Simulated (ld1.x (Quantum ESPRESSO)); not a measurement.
# Varying the PAW potential for Pr

Base potential:

ld1.x (Quantum ESPRESSO) 7.5 input, shortened:

```
&input
   title='Pr', zed=59., rel=1, dft='PBESOL', iswitch=3,
   config='[Xe] 4f3 5d0 6s1 6p1'
 /
 &inputp
   pseudotype=3, lpaw=.true., tm=.true., lloc=-1, rcloc=2.40,
   nlcc=.true., new_core_ps=.true., rcore=1.80,
   which_augfun='BESSEL', rmatch_augfun=1.45
 /
8
5S  1  0   2.00   0.00  1.90  2.05  0.0
6S  2  0   1.00   0.00  1.90  2.05  0.0
5P  2  1   6.00   0.00  2.30  2.80  0.0
6P  3  1   1.00   0.00  2.30  2.80  0.0
5D  3  2   0.00   0.00  2.80  3.00  0.0
5D  3  2   0.00   0.75  2.80  3.00  0.0
4F  4  3   3.00   0.00  1.70  1.85  0.0
4F  4  3   0.00   0.65  1.70  1.85  0.0
 &test
   configts(1)='4f3 5s2 5p6 5d0 6s1 6p1'
 /
```

Cutoffs, loose and tight: the cutoffs (Ry, on a coarse ladder) from which the occupation-weighted sum of valence levels, in a spherical-Bessel basis at the reference potential, stays within 10 and 1 mRy of its value at 400 Ry. They do not see the model core or the augmentation charge, which bear on the density cutoff. Test errors are all-electron minus pseudo excitation energies from the reference, over the configurations 4f3 5s2 5p6 5d0 6s2 6p0; 4f3 5s2 5p6 5d0 6s1 6p0; 4f3 5s2 5p6 5d0 6s0 6p0; 4f3 5s2 5p6 5d1 6s0 6p0; 4f2 5s2 5p6 5d1 6s1 6p0; 4f2 5s2 5p6 5d0 6s2 6p0; 4f1 5s2 5p6 5d0 6s0 6p0. A dash means not determined; rows that change the core or the reference have their own tests. The largest error is taken over the tests solved by every variant that gives reliable tests at all: 4f3 5s2 5p6 5d0 6s0 6p0; 4f3 5s2 5p6 5d0 6s1 6p0; 4f3 5s2 5p6 5d0 6s2 6p0; 4f3 5s2 5p6 5d1 6s0 6p0.

A true bound ghost makes a file unfit for plane-wave use even where its test errors are small: the radial tests pick states by their node count and pass the ghost by.

Cutoffs are not given where the Bessel-basis levels miss the radial ones by over 6 mRy, ghosts where they miss by over 20 mRy; a channel whose overlap is not positive is not tested.

On the changes marked as counting shells twice: ld1.x takes every shell without a wave as core, so the model core holds the marked electrons as well and exchange and correlation see them twice. This cancels in the reference configuration, but the file is broken for other ones, and its errors say nothing about a proper core correction.

A file whose overlap is not positive is unfit for use, and its test errors describe a broken file.

```tsv
change	outcome	cutoff, loose	cutoff, tight	bound ghosts	largest test error (meV)
base	generated, overlap not positive	–	–	not determined (overlap not positive)	-4.2
core correction Bessel-smoothed model core inside 1.56 bohr	generated, overlap not positive	–	–	not determined (overlap not positive)	-3.8
type TM; waves now 5s (bound): rc 2.05 bohr; 5p (bound): rc 2.80 bohr; 5d (bound): rc 3.00 bohr; 4f (bound): rc 1.85 bohr; local potential all-electron potential smoothed inside 2.05 bohr (lloc = -1) (6p, 6s counted twice)	generated	110 Ry	140 Ry	none	-952
augmentation BESSEL, radius 1.90 bohr	generated, overlap not positive	–	–	not determined (overlap not positive)	-5.1
reference 4f3 5s2 5p6 5d0 6s2 6p0	generated, overlap not positive	–	–	not determined (overlap not positive)	-6.2 over the solved tests; test run stopped at test 3 of 7 (negative rho)
```

Task: What comes out with this change to the base: local potential all-electron potential smoothed inside 1.22 bohr (lloc = -1)?

Result: outcome: generated, overlap not positive; bound ghosts: s (p not tested, overlap not positive); largest test error (meV): +11. A file whose overlap is not positive is unfit for use, and its test errors describe a broken file.

Task: What comes out with this change to the base: waves 5p (bound): rcut 1.82, rcutus 1.92 bohr; 6p (bound): rcut 1.82, rcutus 1.92 bohr?

Result: outcome: generated; cutoff, loose: 35 Ry; cutoff, tight: 60 Ry; bound ghosts: none; largest test error (meV): -4.8.
